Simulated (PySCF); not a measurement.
**Ge: excitation energy**

Ge [Ar] 3d10 4s2 4p2 (3P) → Ge [Ar] 3d10 4s1 4p2 4d1 (high-spin determinant), as a difference of total energies. Computed with PySCF 2.14 in aug-cc-pVQZ-PP with ECP10MDF, with scalar relativity through the core potential. Correlated levels: valence: 3s2 3p6 3d10 frozen. The calculations carry no spin-orbit coupling.

| method | excitation energy (eV) |
| --- | --- |
| UHF | 10.852 |
| MP2 (valence) | 11.904 |
| SCS-MP2 (valence) | 12.257 |
| CCSD (valence) | 12.009 |
| CCSD(T) (valence) | 12.016 |

Q: How much does correlation contribute at CCSD(T) (valence)?

A: 12.016 − (10.852) = 1.164 eV, measured against UHF.

The upper state lies above the first ionisation limit, but in LS coupling its spin forbids autoionisation to the ground ion.

The promoted electron is Rydberg-like, and one or two diffuse shells describe it only roughly, which tends to raise the upper state.

The coupled-cluster amplitudes are large for the upper state (T1 above 0.03 or a double amplitude above 0.15), so a single reference is strained.

The determinant of the upper state mixes LS terms, which raises its energy above the lowest term, most at the Hartree-Fock and MP2 levels.
